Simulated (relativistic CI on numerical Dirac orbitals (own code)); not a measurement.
**Hyperfine structure of Nb²³⁺, mass number 93**

Computed by Dirac-Coulomb-Breit CI, separate exchange-only KLI orbitals for each configuration, model QED (radiative potential, 1s self-energy scaled to tabulated hydrogen-like ionisation energies), unscaled Slater integrals (own radial code, finite nucleus).

Configurations in the expansion (outside the closed core [Ne]): 3s2 3p6, 3s2 3p5 3d, 3s 3p6 3d, 3s2 3p5 4s, 3s2 3p5 4p, 3s2 3p5 4d, 3s 3p6 4s, 3p6 3d 4p, 3p6 3d2, 3p5 3d3, 3p5 3d2 4s, 3p5 3d2 4p, 3p5 3d2 4d, 3p6 3d 4s, 3p5 3d 4s2, 3p5 3d 4s 4p, 3p5 3d 4s 4d. Double excitations out of closed p, d and f shells are left out; levels of such configurations are missing from the list, as are those of other unlisted configurations, and high levels can miss mixing partners.

Nuclear spin I = 9/2, μ = 6.163 μN, Q = -0.32 b (tables of Stone and Pyykkö). The electronic factors are computed for point nuclear moments, without core polarisation or the Bohr-Weisskopf and QED corrections.

```csv
Level,E (cm⁻¹),A (MHz),B (MHz)
3s2 3p5 3d 3P°_1,880666,11010,-2180
3s2 3p5 3d 3P°_2,920057,11760,-1290
3s2 3p5 3d 3F°_3,921201,24810,12600
3s2 3p5 3d 3F°_4,929560,16620,11500
3s2 3p5 3d 3D°_3,995325,14760,-4990
3s2 3p5 3d 3D°_1,1047537,-4481,-3510
3s2 3p5 3d 3F°_2,1080208,56050,-7610
3s2 3p5 3d 3D°_2,1121727,-18550,-6650
```

Levels with J = 0, under 50 % of one LS term, or S terms without an open s electron are left out. Small factors come from cancelling terms and can be off by tens of per cent or more.

At this charge energies of transitions that change n are usually good to better than 1 %, and those within a shell (Δn = 0) to a few per cent.

**Question.** Give the hyperfine levels of 3s2 3p5 3d 3F°_3 relative to its centre of gravity.

**Answer.** With K = F(F + 1) − I(I + 1) − J(J + 1), E = AK/2 + B[¾K(K + 1) − I(I + 1)J(J + 1)]/[2I(2I − 1)J(2J − 1)]: F = 3/2: -403500, F = 5/2: -344100, F = 7/2: -260300, F = 9/2: -151100, F = 11/2: -15870, F = 13/2: 146700, F = 15/2: 338000 MHz.

LS names give the leading component of a level, which can be under half, so a name can repeat, a term be missing and a line seem to break the LS rules.
